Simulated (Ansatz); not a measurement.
Program: Ansatz. Geometries: PBE0-D4/def2-TZVP. ΔE: electronic, gas phase. CCSD(T)/CBS adds triple-zeta CCSD(T) − MP2 to the extrapolated MP2 energy (def2 sets, frozen cores). DFT in def2-TZVPP. Elements past krypton have def2 core potentials. For In outer-core shells are correlated without core-valence functions, which leaves a few kJ/mol of doubt a bond. One conformer a species, not always the lowest.

Consider the ligand exchange at the Si–O bond: `[OH][Al]([F])[O][SiH3]` + `[OH][In]([Cl])[O][SiH3]` → `[SiH3][O][In]([Cl])[O][SiH3]` + `[OH][Al]([OH])[F]`.

Is it downhill or uphill in electronic energy at CCSD(T)/CBS, and by how much? (Estimate.)

Computed: Uphill: ΔE = +6.6 kJ/mol.

What do these levels give: B97M-V, r2SCAN0-D4, BHLYP-D4, B2PLYP, PBE, PBE0, HF/def2-SVP, MP2/def2-TZVPP, SCS-MP2/def2-TZVPP, CCSD(T)/def2-TZVPP, SCS-MP2/def2-QZVPP, CCSD/CBS(def2)? (Estimate.)

The calculation gave: B97M-V 10.4, r2SCAN0-D4 8.2, BHLYP-D4 6.8, B2PLYP 8.4, PBE 10.1, PBE0 9.2, HF/def2-SVP 5.6, MP2/def2-TZVPP 5.0, SCS-MP2/def2-TZVPP 5.8, CCSD(T)/def2-TZVPP 6.1, SCS-MP2/def2-QZVPP 6.1, CCSD/CBS(def2) 6.8 kJ/mol.

Largest T1 diagnostic among the species: 0.015.

Leaving LDA and LC-ωPBE aside and taking each functional with its dispersion term where it has one, the values spread over 3.6 kJ/mol, from BHLYP-D4 to B97M-V.
